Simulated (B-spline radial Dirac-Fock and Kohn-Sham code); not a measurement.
Electron momentum distribution of Tm³⁺: Compton profiles

System: the Tm³⁺ ion, 1s2 2s2 2p6 3s2 3p6 3d10 4s2 4p6 4d10 4f10 5s2 5p6 5d2 (an excited configuration).

Level of theory: the impulse approximation on Dirac-Fock orbitals of the configuration average with a finite nucleus; a B-spline atomic structure program. pz is in atomic units of momentum; subshell profiles are per electron, for a selection of subshells; open shells are spread over both j values by their weights.

```
  pz  J total   J 4s1/2   J 4p3/2   J 5d5/2
   0    7.603     0.185     0.124     0.334
0.14    7.582     0.184     0.124     0.334
0.19    7.564     0.183     0.124     0.334
0.26    7.530     0.182     0.124     0.334
0.36    7.459     0.180     0.124     0.333
0.49    7.325     0.177     0.124     0.331
0.68    7.033     0.170     0.123     0.318
0.93    6.486     0.158     0.123     0.277
 1.3    5.525     0.137     0.120     0.184
 1.8    4.473     0.104     0.113    0.0772
 2.4    3.770    0.0688    0.0974    0.0209
 3.3    3.109    0.0334    0.0664   0.00473
 4.6    2.211    0.0179    0.0281   0.00401
 6.3    1.395    0.0167   0.00916   0.00205
 8.7   0.8594   0.00881   0.00737  0.000431
  12   0.5186   0.00208   0.00412  0.000202
  16   0.3010   0.00157  0.000997  0.000167
  23   0.1342  0.000668  0.000442  5.36e-05
  31  0.06292  0.000112  0.000320  1.15e-05
  43  0.02541  4.85e-05  0.000106  1.33e-06
```

J(0) = 7.603. The 5p3/2 subshell gives the largest part, 17 %.

Mean momentum ⟨p⟩ by subshell (a.u.): 1s1/2 69.5, 2s1/2 24.8, 2p1/2 32.9, 2p3/2 29.6, 3s1/2 12.5, 3p1/2 14.9, 3p3/2 14.0, 3d3/2 16.8, 3d5/2 16.4, 4s1/2 6.35, 4p1/2 7.11, 4p3/2 6.70, 4d3/2 7.28, 4d5/2 7.14, 4f5/2 6.86, 4f7/2 6.79, 5s1/2 2.52, 5p1/2 2.64, 5p3/2 2.46, 5d3/2 2.10, 5d5/2 2.05.

Values without a named source are computed, but for edge energies of neutral atoms, which are taken from tables.
